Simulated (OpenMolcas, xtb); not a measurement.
## AlHClOF (SMILES [OH][Al]([F])[Cl]): the dipole moment, rung by rung

The species is AlHClOF (5 atoms), meant as a singlet with charge 0. As SMILES, `[OH][Al]([F])[Cl]`. Geometry: a GFN2-xTB relaxation, a rough one for these elements and not checked as a minimum. This is one conformer, not always the lowest.

```xyz
5

O     0.2706    1.0727   -0.3907
Al   -0.1188   -0.4317    0.1291
F     0.2525   -0.8455    1.6869
Cl   -1.0255   -1.7442   -1.0990
H     0.6212    1.9487   -0.3263
```

Quantity: the dipole moment, in D. The values are calculated.

```json
{"level": "GFN2-xTB", "kind": "semi-empirical", "program": "xtb", "value (D)": "2.12", "CPU time": "under 2 s"}
{"level": "GFN0-xTB", "kind": "semi-empirical", "program": "xtb", "value (D)": "1.99", "CPU time": "under 2 s"}
{"level": "GFN1-xTB", "kind": "semi-empirical", "program": "xtb", "value (D)": "2.26", "CPU time": "under 2 s"}
{"level": "HF/STO-3G", "kind": "Hartree–Fock", "program": "OpenMolcas", "value (D)": "2.86", "CPU time": "2 s"}
{"level": "HF/3-21G", "kind": "Hartree–Fock", "program": "OpenMolcas", "value (D)": "2.94", "CPU time": "2.3 s"}
{"level": "HF/def2-SVP", "kind": "Hartree–Fock", "program": "OpenMolcas", "value (D)": "2.10", "CPU time": "4.3 s"}
{"level": "TPSS/cc-pVTZ", "kind": "meta-GGA", "program": "OpenMolcas", "value (D)": "1.91", "CPU time": "89 s"}
{"level": "B3LYP/6-31G* (spherical functions)", "kind": "global hybrid", "program": "OpenMolcas", "value (D)": "2.15", "CPU time": "14 s"}
{"level": "TPSSh/6-31G* (spherical functions)", "kind": "hybrid meta-GGA", "program": "OpenMolcas", "value (D)": "2.17", "CPU time": "21 s"}
{"level": "PBE0/def2-SVP", "kind": "global hybrid", "program": "OpenMolcas", "value (D)": "2.04", "CPU time": "13 s"}
```

The values span 1.91 to 2.94 D. Sets without polarisation functions give poor dipoles. Without the sets that lack polarisation functions the rows with a basis span only 1.91 to 2.17 D. Times are those of the runs behind each value, whatever else they computed, on shared processors of several kinds: orders of magnitude only.
